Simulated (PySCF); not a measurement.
Dy²⁺ (dysprosium, charge +2): UHF calculation

Configuration: [Xe] 4f9 6s1, one real determinant (an excited configuration). All numbers are calculated (PySCF 2.14, scalar relativity by spin-free X2C-1e, in x2c-TZVPPall with one added diffuse shell each of s, p, d, f type (12s8p8d5f2g, 129 functions)).

```
Total energy                                                  : -12151.764148 hartree
One-electron energy                                           : -16595.7470 hartree
Hartree (Coulomb) energy                                      : 4706.3531 hartree
Exchange energy                                               : -262.3702 hartree
⟨S²⟩                                                          : 12.0047
⟨L²⟩                                                          : 24.102
Sum of ⟨r⟩                                                    : 37.24 bohr
Sum of ⟨r²⟩                                                   : 47.26 bohr²
Traceless quadrupole moment −½Σ⟨3z² − r²⟩ along its main axis : 0.697 e·bohr²
Langevin diamagnetic susceptibility                           : -37.4 ×10⁻⁶ cm³/mol
```

| shell | electrons | mean orbital energy (hartree) | spread (hartree) | rms radius, mean of both spins (bohr) |
| --- | --- | --- | --- | --- |
| 1s α | 1 | -1987.33013 | 0 | 0.0240 |
| 1s β | 1 | -1987.32786 | 0 | 0.0240 |
| 2s α | 1 | -336.23507 | 0 | 0.0970 |
| 2s β | 1 | -336.22917 | 0 | 0.0970 |
| 2p α | 3 | -298.76746 | 0.01018 | 0.0874 |
| 2p β | 3 | -298.76320 | 0.00943 | 0.0874 |
| 3s α | 1 | -77.55798 | 0 | 0.250 |
| 3s β | 1 | -77.42051 | 0 | 0.250 |
| 3p α | 3 | -65.78813 | 0.05860 | 0.250 |
| 3p β | 3 | -65.63428 | 0.03016 | 0.250 |
| 3d α | 5 | -50.33763 | 0.05646 | 0.230 |
| 3d β | 5 | -50.17332 | 0.02807 | 0.230 |
| 4s α | 1 | -17.13865 | 0 | 0.563 |
| 4s β | 1 | -16.79051 | 0 | 0.563 |
| 4p α | 3 | -13.16552 | 0.09449 | 0.598 |
| 4p β | 3 | -12.78438 | 0.02366 | 0.598 |
| 4d α | 5 | -7.60805 | 0.10676 | 0.657 |
| 4d β | 5 | -7.11640 | 0.09865 | 0.657 |
| 5s α | 1 | -3.03952 | 0 | 1.38 |
| 5s β | 1 | -2.91286 | 0 | 1.38 |
| 5p α | 3 | -1.94372 | 0.03643 | 1.60 |
| 5p β | 3 | -1.85130 | 0.01710 | 1.60 |
| 4f α | 7 | -1.47545 | 0.10702 | 0.880 |
| 4f β | 2 | -1.25203 | 0.00515 | 0.880 |
| 6s α | 1 | -0.69556 | 0 | 3.60 |

⟨L²⟩ = 24.10 against 30 for a pure H term, so this real determinant mixes terms. Spin-orbit coupling, absent here, splits the open shell strongly.

Densities and radii are taken from the X2C orbitals without a picture-change correction, which distorts them close to the nucleus.

Spin-orbit constants ζ (cm⁻¹) from the X2C one-electron operator on these orbitals: bare nucleus, nucleus screened by l(l+1)(2l+1)/3 electrons, and screened by the Breit-Pauli mean field of the electrons.

```json
{"shell": "2p", "bare": "4126000", "screened nucleus": "4001000", "mean field": "n/a"}
{"shell": "3p", "bare": "865100", "screened nucleus": "838900", "mean field": "n/a"}
{"shell": "3d", "bare": "135200", "screened nucleus": "114700", "mean field": "n/a"}
{"shell": "4p", "bare": "191100", "screened nucleus": "185300", "mean field": "n/a"}
{"shell": "4d", "bare": "25240", "screened nucleus": "21420", "mean field": "n/a"}
{"shell": "4f", "bare": "3809", "screened nucleus": "2193", "mean field": "n/a"}
{"shell": "5p", "bare": "25290", "screened nucleus": "24520", "mean field": "n/a"}
```

To first order the Landé constant is A = -365.6 cm⁻¹, so the lowest level has J = 8 and lies 0.680 eV below the centre of the term. This holds in LS coupling only.
